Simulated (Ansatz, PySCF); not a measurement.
Pulling on the Cd1–F2 bond in CdF2 (SMILES [F][Cd][F]) (multiplicity 1 held, fragments rigid). Energies count from the point at 1.933 Å.
Geometry at that point (charge 0, multiplicity 1):
```xyz
3

Cd     0.0000     0.0000     0.0000
F      0.0000     0.0000    -1.9335
F      0.0000     0.0000     1.9335
```

R- and RO- levels are restricted; in cc, def2 and unpolarised 6-31G sets they are followed outwards from rest. U- levels take the lowest unrestricted solution at each point, which mixes spins at long bonds. Left out are points that failed, MP2 points that dive below the minimum, coupled-cluster points behind a jump of the amplitudes or a sharp parting from full CI or MRCI, small-basis points behind a change of solution, and semi-empirical points at long bonds. Curves can end on different states.

Cores are frozen in the correlated methods. Rows in LANL2DZ carry no dispersion term and start afresh at each structure. LANL2DZ brings its own core potentials from Na on.

Run with Ansatz (Gaussian basis) for Hartree–Fock, density functionals and correlated methods; PySCF for LANL2DZ rows. Each number belongs to the level named beside it. In def2 rows elements past Kr take small-core potentials, without spin–orbit coupling.

Energies in kJ/mol.

```json
[
 {"R (Å)": "1.547", "R-B3LYP/LANL2DZ": "362", "R-B3LYP/def2-TZVPP": "304", "U-wB97X-V/def2-TZVPP": "298", "R-SCS-MP2/def2-TZVPP": "300", "U-SCS-MP2/def2-TZVPP": "300"},
 {"R (Å)": "1.740", "R-B3LYP/LANL2DZ": "70", "R-B3LYP/def2-TZVPP": "50", "U-wB97X-V/def2-TZVPP": "47", "R-SCS-MP2/def2-TZVPP": "47", "U-SCS-MP2/def2-TZVPP": "47"},
 {"R (Å)": "1.933", "R-B3LYP/LANL2DZ": "0", "R-B3LYP/def2-TZVPP": "0", "U-wB97X-V/def2-TZVPP": "0", "R-SCS-MP2/def2-TZVPP": "0", "U-SCS-MP2/def2-TZVPP": "0"},
 {"R (Å)": "2.127", "R-B3LYP/LANL2DZ": "18", "R-B3LYP/def2-TZVPP": "29", "U-wB97X-V/def2-TZVPP": "[?]", "R-SCS-MP2/def2-TZVPP": "32", "U-SCS-MP2/def2-TZVPP": "32"},
 {"R (Å)": "2.320", "R-B3LYP/LANL2DZ": "67", "R-B3LYP/def2-TZVPP": "84", "U-wB97X-V/def2-TZVPP": "92", "R-SCS-MP2/def2-TZVPP": "91", "U-SCS-MP2/def2-TZVPP": "91"},
 {"R (Å)": "2.610", "R-B3LYP/LANL2DZ": "152", "R-B3LYP/def2-TZVPP": "173", "U-wB97X-V/def2-TZVPP": "191", "R-SCS-MP2/def2-TZVPP": "189", "U-SCS-MP2/def2-TZVPP": "189"},
 {"R (Å)": "2.900", "R-B3LYP/LANL2DZ": "230", "R-B3LYP/def2-TZVPP": "253", "U-wB97X-V/def2-TZVPP": "280", "R-SCS-MP2/def2-TZVPP": "279", "U-SCS-MP2/def2-TZVPP": "369"},
 {"R (Å)": "3.384", "R-B3LYP/LANL2DZ": "329", "R-B3LYP/def2-TZVPP": "351", "U-wB97X-V/def2-TZVPP": "372", "R-SCS-MP2/def2-TZVPP": "400", "U-SCS-MP2/def2-TZVPP": "414"},
 {"R (Å)": "3.867", "R-B3LYP/LANL2DZ": "394", "R-B3LYP/def2-TZVPP": "414", "U-wB97X-V/def2-TZVPP": "414", "R-SCS-MP2/def2-TZVPP": "488", "U-SCS-MP2/def2-TZVPP": "424"},
 {"R (Å)": "4.447", "R-B3LYP/LANL2DZ": "442", "R-B3LYP/def2-TZVPP": "459", "U-wB97X-V/def2-TZVPP": "[?]", "R-SCS-MP2/def2-TZVPP": "558", "U-SCS-MP2/def2-TZVPP": "427"},
 {"R (Å)": "5.220", "R-B3LYP/LANL2DZ": "left out", "R-B3LYP/def2-TZVPP": "492", "U-wB97X-V/def2-TZVPP": "[?]", "R-SCS-MP2/def2-TZVPP": "599", "U-SCS-MP2/def2-TZVPP": "427"},
 {"R (Å)": "6.187", "R-B3LYP/LANL2DZ": "left out", "R-B3LYP/def2-TZVPP": "512", "U-wB97X-V/def2-TZVPP": "438", "R-SCS-MP2/def2-TZVPP": "585", "U-SCS-MP2/def2-TZVPP": "427"}
]
```

Task: What belongs in the gaps?

Result: 
- 5.220, U-wB97X-V/def2-TZVPP: 437
- 4.447, U-wB97X-V/def2-TZVPP: 433
- 2.127, U-wB97X-V/def2-TZVPP: 33

Doubts at one or more of the structures used: a restricted determinant that unrestricted orbitals would lower (R-B3LYP/LANL2DZ, R-B3LYP/def2-TZVPP, R-SCS-MP2/def2-TZVPP); a spin-contaminated determinant (U-wB97X-V/def2-TZVPP, U-SCS-MP2/def2-TZVPP).

Ansatz is a first-principles code.
